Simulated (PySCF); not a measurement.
Cartesian coordinates (Å):
```xyz
5

Zr     0.0000     0.0000     0.0000
F      1.5189     0.5972    -0.9893
F     -0.6413    -1.6359    -0.7449
F     -1.3750     1.3207    -0.0866
F      0.4975    -0.2820     1.8208
```
Charge 0, multiplicity 1.

**Question.** Give the dipole moment, HOMO, LUMO, HOMO–LUMO gap and charge on the central atom (Mulliken) at the level PBE-D3(BJ)/def2-TZVP // PBE-D3(BJ)/def2-SVP (PySCF).

**Answer.** 
```yaml
dipole_moment: 0.00 D
HOMO: -10.14 eV
LUMO: -2.35 eV
HOMO–LUMO gap: 7.78 eV
charge on the central atom (Mulliken): 1.64 e
```
